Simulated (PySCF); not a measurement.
## From computed data to an observable: chemical shift, span and skew from a shielding tensor

C2H8ClNSi, SMILES C[C@H](N)[SiH2]Cl. Atoms are numbered in the order given.

```xyz
13

C     -2.0110     1.3976     0.5229
C     -1.1992     0.1799     0.0702
N     -1.2317    -0.8565     1.1007
Si     0.6049     0.6790    -0.2092
Cl     1.6865    -1.0584    -0.6502
H     -1.6328     1.7862     1.4818
H     -3.0697     1.1226     0.6737
H     -1.9875     2.2071    -0.2244
H     -1.5976    -0.1512    -0.9163
H     -0.7034    -1.6771     0.8033
H     -2.1903    -1.1673     1.2676
H      1.1964     1.2971     1.0058
H      0.7281     1.6011    -1.3719
```
Charge 0, spin multiplicity 1.

The structure is a stationary point at B3LYP-D3(BJ)/def2-SVP. The structure was generated by enumeration; whether it is a known compound was not checked. One conformer was computed; it need not be the lowest.

GIAO shieldings from PySCF with HF/pcSseg-1, non-relativistic, no solvent. The symmetric part of the tensor of C2 has the principal values 148.1, 158.6, 173.2 ppm. The same nucleus in TMS has σ = 192.6 ppm at this level (PySCF, at its B3LYP-D3(BJ)/def2-TZVP geometry). Without spin–orbit terms, shifts of atoms bonded to Cl or Br come out too high.

Work out the isotropic shielding, the ¹³C shift against TMS, the span and the skew.


σ(iso) = (σ11 + σ22 + σ33)/3 = 160.0 ppm. δ = σ(ref) − σ(iso) = 192.6 − (160.0) = 32.6 ppm.
Span Ω = σ33 − σ11 = 25.1 ppm. Skew κ = 3(σ(iso) − σ22)/Ω = 0.16. Tumbling in solution averages the tensor to δ; in a static solid the shielding alone would spread this spin-1/2 line over Ω.
